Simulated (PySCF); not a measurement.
CH$_{4}$N, charge -1, singlet, geometry from GFN2-xTB (in this run its highest filled SCF level lies above zero, so its values depend strongly on the basis, on diffuse functions most of all). Base run: BLYP/cc-pVDZ run with PySCF.

Here is a job for PySCF.
```python
from pyscf import gto, scf, dft

mol = gto.Mole()
mol.atom = '''
    C    -0.081984    0.828586   -0.006812
    N     0.046891   -0.731902    0.006198
    H    -0.498121   -1.028548    0.823905
    H    -0.509639   -1.043023   -0.798264
    H     0.592027    1.119620    0.875268
    H     0.579398    1.103748   -0.903426
'''
mol.basis = 'cc-pvdz'
mol.charge = -1
mol.spin = 0
mol.verbose = 3
mol.build()

mf = dft.RKS(mol)
mf.xc = 'blyp'
mf.kernel()
mf.analyze()
```

Each row names what was changed in the base input (with any setting that the change needs).

| change | ΔE vs base (µEh) | fitting functions |
|---|---|---|
| base | 0.0 | - |
| auxbasis = cc-pvtz-jkfit | -59.4 | 278 |
| auxbasis = cc-pvqz-jkfit | -28.6 | 416 |
| auxbasis = def2-universal-jfit | -165 | 142 |
| auxbasis = autoaux | -42.1 | 321 |
| auxbasis = def2-svp-ri | -5133 | 152 |
| auxbasis = default (with mf = mf.density_fit()) | -119 | 232 |
| auxbasis = even-tempered beta=2.0 | -14.5 | 336 |
| auxbasis = def2-tzvp-ri | -125 | 212 |
| auxbasis = cc-pvdz-jkfit | -119 | 232 |

A fitting set is made for a task (jfit for Coulomb, jkfit for Coulomb and exchange, ri for correlation) and for a family of orbital bases.
